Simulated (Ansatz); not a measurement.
Program: Ansatz. Geometries: PBE0-D4/def2-TZVP. ΔE: electronic, gas phase. CCSD(T)/CBS adds triple-zeta CCSD(T) − MP2 to the extrapolated MP2 energy (def2 sets, frozen cores). This one scheme is used for every species. Functionals use def2-TZVPP. One conformer a species, not always the lowest.

Reaction (formal hydrolysis of the Si–B bond): `B[SiH2]OBF` + H₂O → `O[SiH2]OBF` + BH₃

| level | ΔE (kcal/mol) |
| --- | --- |
| r2SCANh-D4 | -30.2 |
| HF/def2-SVP | -32.7 |

(1) What does CCSD(T)/CBS give? (An estimate is asked.)

Largest T1 diagnostic among the species: 0.013.

Results:

(1) Computed: -30.0 kcal/mol. The listed levels differ from it by -0.2, -2.7 kcal/mol.

In def2-TZVPP, CCSD(T) changes the Hartree–Fock value by +5.1 kcal/mol (the triples alone add +0.4 kcal/mol) and MP2 by +3.0 kcal/mol. From PBE to PBE0 (25 % exact exchange), in def2-TZVPP and without D4, ΔE moves by −1.7 kcal/mol. Leaving LDA and LC-ωPBE aside and taking each functional with its dispersion term where it has one, the values, not all of them listed here, spread over 7.2 kcal/mol, from BHLYP-D4 to PBE-D4.
